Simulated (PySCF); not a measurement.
# PBE0 on Ir²⁺ (iridium, charge +2)

Configuration: [Xe] 4f14 5d7, high-spin 4F determinant. Computed with PySCF 2.14 in def2-TZVP with the def2 core potential (60 electrons), with scalar relativity through the core potential.

```
Total energy                : -103.2545 hartree
One-electron energy         : -168.8735 hartree
Hartree (Coulomb) energy    : 75.6306 hartree
Exchange-correlation energy : -10.0116 hartree
⟨S²⟩                        : 3.7511
⟨L²⟩                        : 12.010
Sum of ⟨r⟩                  : 20.47 bohr
Sum of ⟨r²⟩                 : 32.78 bohr²
Time after the integrals    : 0.33 s of wall time on 1 thread of Intel(R) Xeon(R) 6975P-C (shared host)
```

```csv
shell,electrons,mean orbital energy (hartree),spread (hartree),"rms radius, mean of both spins (bohr)"
5s α,1,-4.47947,0,1.05
5s β,1,-4.39199,0,1.05
5p α,3,-2.81666,0,1.22
5p β,3,-2.70385,0,1.22
5d α,5,-0.99383,0.03300,1.75
5d β,2,-0.92391,0,1.75
```

Energies and moments cover only the electrons outside the core potential. Spin-orbit coupling, absent here, splits the open shell strongly.
